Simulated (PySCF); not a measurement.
# Correlation energy of Ba (barium, neutral)

[Xe] 6p2, high-spin 3P determinant (an excited configuration). Computed with PySCF 2.14 in def2-TZVPPD with the def2 core potential (46 electrons) (6s4p3d1f, 40 functions), with scalar relativity through the core potential. Frozen: nothing; 10 electrons correlated.

```csv
level,correlation energy (mhartree)
CCSD,-166.54
(T),-16.84
CCSD(T),-183.38
```

Diagnostics: T1 = 0.026, D1 = 0.0828, largest double amplitude 0.784.

Spin-orbit coupling, absent here, splits the open shell strongly. A double-excitation amplitude exceeds 0.15, a sign of near-degeneracy.

Cost of the coupled-cluster step: about 2.3 core-seconds, for 10 correlated electrons.

The basis has no tight functions for the innermost shells, so their pair energies are far from complete.

This basis was not built for core-valence correlation, so the inner-shell part is incomplete.
